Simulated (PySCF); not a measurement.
Working out the excitation energy of Ru

Ru [Kr] 4d7 5s1 (5F) → Ru [Kr] 4d6 5s2 (5D). All numbers are calculated (PySCF 2.14, a scalar-relativistic core potential, in def2-TZVPPD with the def2 core potential (28 electrons)). Frozen: nothing. Energies in hartree (1 hartree = 27.21139 eV):

```
             part  Ru (lower)  Ru (upper)
              UHF  -94.123420  -94.098345
MP2 opposite-spin   -0.314620   -0.317329
    MP2 same-spin   -0.158948   -0.156963
```

Problem. What does Hartree-Fock give?

Solution. (-94.098345) − (-94.123420) = 0.025075 hartree = 0.682 eV.

Problem. What do MP2 and SCS-MP2 (6/5 opposite-spin, 1/3 same-spin) give?

Solution. The opposite-spin parts differ by -0.074 eV and the same-spin parts by 0.054 eV. MP2: 0.682 + (-0.074) + (0.054) = 0.662 eV. SCS-MP2: 0.682 + 1.2 × (-0.074) + (0.054)/3 = 0.611 eV.

Measured between the centres of the two terms (NIST): 0.867 eV, so MP2 (valence and next inner shell) is off by -0.205 eV.

What remains against the reference includes basis incompleteness and correlation beyond second order.
